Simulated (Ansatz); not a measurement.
Born–Oppenheimer molecular dynamics of AlClH3NOSi (8 atoms, charge 0, multiplicity 1). It starts from a relaxed structure.

Theory: Ansatz, RHF/def2-SVP.

```json
{
  "ensemble": "NVE (velocity Verlet)",
  "time step": "1 fs",
  "steps asked": "150",
  "starting velocities drawn for": "50 K",
  "seed": "676621"
}
```

First frame:

```xyz
8
Properties=species:S:1:pos:R:3
O -0.097 1.383 1.602
Si 0.523 0.702 0.233
N 0.317 -1.021 -0.007
Al -0.577 -0.445 -1.428
Cl -1.640 -1.364 -2.982
H -1.008 1.255 1.809
H 1.898 1.230 0.197
H 0.675 -1.796 0.521
```

(1) What does the run give?

(2) What happens to the structure?

(3) How do temperature and energy run in time?

## Answers

(1) The run went to its last step.

| Property | Result |
| --- | --- |
| steps done | 150 |
| time covered | 150 fs |
| mean temperature over the second half | 26 K |
| spread of the potential energy over the second half | 0.7 meV per atom |
| mean potential energy of the second half above the start | 2.5 meV per atom |

The conserved energy stayed within 0.18 meV per atom of its start (net change 0.036 meV per atom), so the integration is sound. The temperature averaged 0.51 of the 50 K drawn at the start: a run that starts near a minimum puts about half its kinetic energy into the potential. A run of 0.15 ps of so small a system gives no equilibrium averages.

(2) The same pairs are bonded in the first frame and the last. Pairs count as bonded within 1.25 times the sum of covalent radii (0.12 Å more for H–H). This is one draw of velocities; another would differ in detail.

(3) 
| time (fs) | T (K) | potential energy less start (eV) | conserved less start (meV/atom) |
| --- | --- | --- | --- |
| 0.0 | 50 | 0.000 | 0.00 |
| 12.0 | 21 | 0.023 | 0.09 |
| 24.0 | 11 | 0.032 | 0.18 |
| 36.0 | 24 | 0.021 | 0.14 |
| 48.0 | 41 | 0.008 | 0.03 |
| 60.0 | 23 | 0.021 | 0.01 |
| 72.0 | 16 | 0.027 | 0.10 |
| 84.0 | 22 | 0.023 | 0.18 |
| 96.0 | 27 | 0.019 | 0.13 |
| 108.0 | 24 | 0.020 | 0.03 |
| 120.0 | 27 | 0.018 | 0.01 |
| 132.0 | 21 | 0.023 | 0.12 |
| 144.0 | 29 | 0.017 | 0.18 |

Time of the run: 2.9 min on 1 CPU thread of a shared host.
